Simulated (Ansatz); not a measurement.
This geometry of BBrH$_{3}$NS (7 atoms, charge 0, multiplicity 1) is a first-order saddle point.

All numbers below come from RKS r2SCANh-D4/def2-SVP (Ansatz 0.2.0).

```xyz
7
Properties=species:S:1:pos:R:3
N -0.354 1.017 -0.152
B -0.343 -0.418 -0.277
S 0.867 -1.565 0.421
Br -1.740 -1.309 -1.285
H 0.447 1.483 -0.571
H -0.458 1.359 0.799
H 1.642 -0.634 1.020
```

Which two structures does it join? (They come from a converged band through this point; their orientation in space is the band's.)

No bond is made or broken. The dihedral H5–N1–B2–Br4 goes from 0 to -180°. The two ends are copies of one structure, up to a mirror image or an exchange of like atoms.

Image 0:

```xyz
7
Properties=species:S:1:pos:R:3
N -0.188 0.948 -0.069
B -0.218 -0.427 -0.292
S 0.808 -1.657 0.561
Br -1.448 -1.122 -1.621
H -0.786 1.583 -0.579
H 0.419 1.395 0.603
H 1.474 -0.788 1.352
```

Image 8:

```xyz
7
Properties=species:S:1:pos:R:3
N -0.188 0.948 -0.068
B -0.219 -0.427 -0.293
S 0.807 -1.656 0.560
Br -1.448 -1.124 -1.620
H 0.422 1.393 0.603
H -0.786 1.584 -0.577
H 1.473 -0.786 1.349
```

How far does it lie above each of them?

19.0 kcal/mol above the first and 19.0 kcal/mol above the second. This is the barrier of this one path; another mechanism may lie lower.

The run took 6.9 min on 2 threads of Arm Neoverse V2, with other jobs on the host, peak memory 0.22 GiB.
